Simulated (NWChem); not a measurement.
# CHOS cation; SMILES [OH+]=C=S

Results from NWChem. Pople sets run with spherical d functions. Geometry: optimised at PBE0-D3(BJ)/def2-TZVP. Level: PBE/6-31G* with SMD (1 M gas to 1 M solution), gas-phase geometry. Reactions with the solvent are ignored.

### Question
Among these, which solvent gives the lowest value of “solvation free energy (kcal/mol)”?
A) chloroform
B) water
C) 1,4-dioxane
D) n-hexane

### Answer
B, water. Values: water -68.3; chloroform -52.2; 1,4-dioxane -33.4; n-hexane -29.1
